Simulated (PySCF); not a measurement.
# From computed data to an observable: dipole moment from atomic charges

FH3SeSi, SMILES F[Se][SiH3]. Atoms are numbered in the order given.

```xyz
6

Se     0.4294    -0.5453     0.0000
F     -1.2315    -1.2396     0.0000
Si    -0.1944     1.6657     0.0000
H     -0.9689     2.0205     1.2249
H     -0.9689     2.0205    -1.2249
H      1.1440     2.3349     0.0000
```

Coordinates come from a PBE-D3(BJ)/def2-TZVP optimisation.

Charges (e) from B3LYP/def2-TZVPD in PySCF:

```csv
atom,IAO,ESP fit
Se1,0.289,0.068
F2,-0.482,-0.169
Si3,0.525,0.010
H4,-0.112,0.026
H5,-0.112,0.026
H6,-0.108,0.040
```

The dipole moment of the full density is 2.23 D.

Task: What dipole moment does each set of point charges give, and which comes closer to that of the density?

Result: 
μ = Σ q r, and 1 e Å = 4.8032 D.
IAO: Σ q r = (0.709, 0.610, 0.000) e Å, |μ| = 4.49 D.
ESP fit: Σ q r = (0.231, 0.388, 0.000) e Å, |μ| = 2.17 D.
ESP fit comes closer in size. Point charges leave out the atoms' own dipoles (lone pairs, polarised bonds); fits to the potential absorb them, partitions of the density don't.
